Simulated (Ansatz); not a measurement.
`NBO[SiH3]` → `NBO` + `[SiH2]`  (silylene loss)

Isolated molecules relaxed with PBE0-D4/def2-TZVP in Ansatz; ΔE leaves out vibrations. CCSD(T)/CBS is the MP2 limit (def2-TZVPP, def2-QZVPP) plus CCSD(T) − MP2 in def2-TZVPP, frozen cores. This one scheme is used for every species. DFT in def2-TZVPP. Each species was taken in one conformer, which may not be the lowest.

```tsv
species	r2SCAN-D4 energy (Eh)
`NBO[SiH3]`	-448.01769
`NBO`	-157.30868
`[SiH2]`	-290.57875
```

Q: Work out ΔE.

A: ΔE = (-157.30868) + (-290.57875) − (-448.01769) = 0.13026 Eh = +81.7 kcal/mol. CCSD(T)/CBS gives +77.6 kcal/mol.

Largest T1 diagnostic among the species: 0.014.

At CCSD(T), def2-SVP lies −5.9 kcal/mol from the extrapolated value and def2-TZVPP −1.6 kcal/mol. The D4 term adds +2.4 kcal/mol with B3LYP and +1.3 kcal/mol with PBE0; it sums over pairs of atoms, weighted by their polarisabilities, and B3LYP, whose exchange is more repulsive, gets the larger term.

B3LYP here is the variant with VWN-RPA as its local correlation; programs differ in this.
